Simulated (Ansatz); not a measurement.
Reaction (substitution at a C–C bond): `C=C(N)CBr` + `[OH][GeH3]` → `C=C(N)[O][GeH3]` + `CBr`

Program: Ansatz. Geometries: PBE0-D4/def2-TZVP. ΔE: electronic, gas phase. CCSD(T)/CBS adds triple-zeta CCSD(T) − MP2 to the extrapolated MP2 energy (def2 sets, frozen cores). DFT in def2-TZVPP. For Br, Ge outer-core shells are correlated without core-valence functions, which leaves a few kJ/mol of doubt a bond. Scalar relativity is left out up to krypton. Each species was taken in one conformer, which may not be the lowest.

`C=C(N)CBr`:

Z-matrix (Å, degrees):
```
C
Br 1 1.965
C 1 1.486 2 111.9
H 1 1.089 2 104.4 3 -121.1
H 1 1.085 2 105.9 3 122.0
N 3 1.383 1 114.6 2 -62.5
C 3 1.337 1 120.2 2 122.8
H 6 1.008 3 114.8 1 168.3
H 6 1.010 3 114.0 1 37.3
H 7 1.081 3 120.6 1 -1.6
H 7 1.084 3 121.7 1 176.7
```

`[OH][GeH3]`:

Cartesian coordinates in Å:
```
O -0.436 0.508 -1.197
Ge -0.005 -0.271 0.347
H 0.153 1.231 -1.424
H -1.050 -1.376 0.517
H -0.081 0.757 1.493
H 1.420 -0.850 0.264
```

`C=C(N)[O][GeH3]`:

Cartesian coordinates in Å:
```
C 0.916 1.645 -0.733
C 0.212 0.748 -0.040
N -1.179 0.728 0.074
O 0.803 -0.285 0.593
Ge 0.097 -1.936 0.398
H 1.976 1.504 -0.879
H 0.440 2.523 -1.146
H -1.496 0.660 1.033
H -1.630 1.495 -0.401
H -1.140 -2.088 1.296
H 1.238 -2.834 0.887
H -0.236 -2.160 -1.082
```

`CBr`:

```xyz
5

C    -0.175   -0.054   -0.028
Br    1.649    0.511    0.269
H    -0.151   -0.979   -0.598
H    -0.683    0.729   -0.583
H    -0.640   -0.207    0.941
```

```tsv
level	ΔE (kJ/mol)
ωB97X-V	16.4
HF/def2-QZVPP	10.3
```

**Question.** What does CCSD(T)/CBS give? (Estimate.)

**Answer.** The calculation gave: +27.2 kJ/mol. The listed levels differ from it by -10.8, -16.9 kJ/mol.

Largest T1 diagnostic among the species: 0.012.

In def2-TZVPP, CCSD(T) changes the Hartree–Fock value by +12.8 kJ/mol (the triples alone add +1.3 kJ/mol) and MP2 by +19.3 kJ/mol.
